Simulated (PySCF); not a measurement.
# Excitation energy of Sb by level of theory

Sb [Kr] 4d10 5s2 5p3 (4S) → Sb [Kr] 4d10 5s1 5p4 (4P), as a difference of total energies. All numbers are calculated (PySCF 2.14, the spin-free X2C one-electron Hamiltonian (Gaussian nucleus), in x2c-TZVPPall (8s6p4d2f, 60 functions)). Correlated levels: valence: [Kr] 4d10 frozen. The calculations carry no spin-orbit coupling.

```csv
method,excitation energy (eV)
UHF,7.493
MP2 (valence),7.488
SCS-MP2 (valence),7.485
CCSD (valence),7.127
CCSD(T) (valence),7.034
```

Problem. How much does correlation contribute at CCSD(T) (valence)?

Solution. 7.034 − (7.493) = -0.459 eV, measured against UHF.

The coupled-cluster amplitudes are large for the upper state (T1 above 0.03 or a double amplitude above 0.15), so a single reference is strained.
